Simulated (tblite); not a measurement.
Species: C5H16N2Si.
Cartesian coordinates in Å at the GFN2-xTB level; atoms count from 1:
```xyz
24
C5H16N2Si angstrom
C      1.6797    1.2655    0.7292
C      1.7510   -0.0832    0.0300
N      0.5593   -0.3617   -0.7555
C      0.6759   -1.6220   -1.4614
N     -0.6374   -0.2772   -0.0040
Si    -1.0674   -1.3425    1.2841
C     -1.6662    0.4207   -0.7499
C     -1.3061    1.8810   -0.9986
H      2.5952    1.4349    1.2910
H      1.5622    2.0632    0.0009
H      0.8366    1.2878    1.4142
H      1.9384   -0.8741    0.7751
H      2.5882   -0.0860   -0.6743
H      0.8452   -2.4732   -0.7853
H      1.5060   -1.5567   -2.1639
H     -0.2414   -1.7984   -2.0210
H     -1.6981   -2.6083    0.8695
H      0.1503   -1.6646    2.0246
H     -2.0020   -0.5782    2.1080
H     -2.5917    0.3601   -0.1755
H     -1.8376   -0.0750   -1.7155
H     -1.1739    2.4004   -0.0533
H     -0.3807    1.9381   -1.5641
H     -2.0972    2.3691   -1.5631
```

Calculated harmonic vibrations of the isolated species, GFN2-xTB (tblite), most abundant isotopes, no scaling. This tight-binding method is rough: wavenumbers can miss measured ones by several per cent, in bad cases by 10 to 20. Modes of hydrogen on silicon can be 10 to 20 % off. One conformer, not necessarily the lowest.

Harmonic wavenumbers (cm⁻¹): 60.4, 70.1, 91.9, 121.9, 152.3, 201.2, 210.0, 226.3, 247.6, 273.4, 286.2, 354.1, 432.4, 459.4, 500.8, 572.7, 615.6, 658.9, 767.9, 808.6, 817.0, 827.6, 839.1, 889.4, 987.2, 1019.2, 1058.5, 1065.9, 1084.3, 1093.7, 1132.4, 1150.7, 1164.7, 1205.6, 1229.2, 1267.8, 1295.2, 1339.9, 1349.2, 1393.0, 1401.0, 1410.6, 1472.5, 1481.3, 1481.9, 1485.6, 1487.0, 1488.2, 1496.5, 1510.5, 2159.5, 2267.2, 2272.5, 2830.8, 2862.3, 2873.2, 2951.9, 2980.1, 3006.4, 3018.6, 3032.0, 3035.7, 3044.7, 3049.3, 3049.8, 3057.2.

A = 1579, B = 1476, C = 1194 MHz; mass 132.108 u (most abundant isotopes); point group C1, symmetry number 1.

Problem. Zero-point energy?

Solution. ½Σν̃ = 44764 cm⁻¹ = 535.49 kJ/mol.

Problem. What is S at 500 K and 1 bar for an ideal gas of classical rigid rotors and harmonic oscillators?

Solution. Translation 180.51, rotation 128.35, vibration 252.73: S = 561.6 J/(mol K).

Problem. And Cp and H(500 K) − H(0)?

Solution. Cp = 283.88 J/(mol K), of which vibrations give 250.62 (their classical limit is 66 R = 548.8); H(500 K) − H(0) = 81.81 kJ/mol without the zero-point energy, 65.18 from vibrations.

Problem. Blend soft modes into free rotors: weight 1/[1 + (100 cm⁻¹/ν̃)⁴] for the oscillator and the rest for a rotor with moment μB/(μ + B), μ = h/(8π²ν), B = 10⁻⁴⁴ kg m². What vibrational entropy results?

Solution. 237.16 J/(mol K) in place of 252.73, which changes −T·S at 500 K by +7.79 kJ/mol.

Problem. What must be added to the electronic energy to get the Gibbs energy at 500 K and 1 bar?

Solution. ZPE + [H(500 K) − H(0)] − T·S = 535.49 + 81.81 − 280.80 = 336.50 kJ/mol.

Problem. Which modes carry the vibrational entropy at 500 K?

Solution. 60.4 cm⁻¹: 22.87; 70.1 cm⁻¹: 21.64; 91.9 cm⁻¹: 19.40; 121.9 cm⁻¹: 17.07; 152.3 cm⁻¹: 15.24; 201.2 cm⁻¹: 12.97 J/(mol K); the other 60 give 143.54 together.

Hindered rotation and anharmonicity are outside this model. Other conformers, if any are populated, would add a mixing term that is left out. The structure is chiral; the term R ln 2 for an equal mix with its mirror image is left out.

Hardware: one thread of an Arm Neoverse V1, shared host with 64 logical CPUs at a one-minute load of 25. Cost: 1.1 s. This covers the Hessian and the dipole derivatives.
